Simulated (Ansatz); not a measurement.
Molecule: H₂Te₂, charge 0, multiplicity 1. SMILES: [TeH][TeH]
Coordinates optimised at B3LYP-D3(BJ)/def2-TZVP (Ansatz, an electronic-structure program):
```
Te
H 1 1.6675
Te 1 2.7310 2 95.57
H 3 1.6675 1 95.57 2 -89.92
```
Charge 0, spin multiplicity 1.

Quantity: atomisation energy (electronic, to ground-state atoms), in eV. Valence correlation only, unless marked. UHF or UKS for open shells. No spin-orbit coupling. Frozen are the shells of the preceding noble gas and the d and f shells that filled before the atom's block. In def2 rows, elements after Kr have scalar-relativistic effective core potentials. The coupled-cluster limit lacks core correlation, which all-electron functionals hold. Basis-set limits of correlation are two-point, X^-3; Hartree-Fock from the larger set.

| level | program | atomisation energy (eV) |
|---|---|---|
| revPBE-D3(BJ)/def2-TZVPD | Ansatz + dftd3 | 8.11 |

Problem. Estimate the value at CCSD(T)/CBS(def2-TZVPPD,def2-QZVPPD) as computed with Ansatz.

Solution. 8.12 eV, so revPBE-D3(BJ)/def2-TZVPD differs from it by -0.01 eV.
